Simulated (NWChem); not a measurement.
Molecule: CH3BF2O; SMILES OB(F)CF

```xyz
8

O      1.3460    -0.6455    -0.0003
B      0.0068    -0.5958    -0.0003
F     -0.6852    -1.7280     0.0004
C     -0.7493     0.7938    -0.0014
F      0.1873     1.8184     0.0007
H      1.7037     0.2531    -0.0005
H     -1.3985     0.9003    -0.8889
H     -1.4024     0.9001     0.8833
```
Atoms are numbered in this order, from 1.

Computed with NWChem. Pople sets run with spherical d functions. The geometry was optimised at PBE0/def2-SVP. Atomic charges in e: unrestrained fits to the electrostatic potential beside Mulliken populations; buried atoms are poorly determined by the fit.

Q: Estimate the computed values for Hartree-Fock/6-31G*. Quantities: ESP O1; Mulliken O1; ESP B2; Mulliken B2; ESP F3; Mulliken F3; ESP C4; Mulliken C4; ESP F5; Mulliken F5; relative RMS misfit of the potential (%).

A: 
- ESP O1: -0.68
- Mulliken O1: -0.72
- ESP B2: 0.79
- Mulliken B2: 0.85
- ESP F3: -0.35
- Mulliken F3: -0.39
- ESP C4: -0.04
- Mulliken C4: -0.12
- ESP F5: -0.28
- Mulliken F5: -0.47
- relative RMS misfit of the potential (%): 17
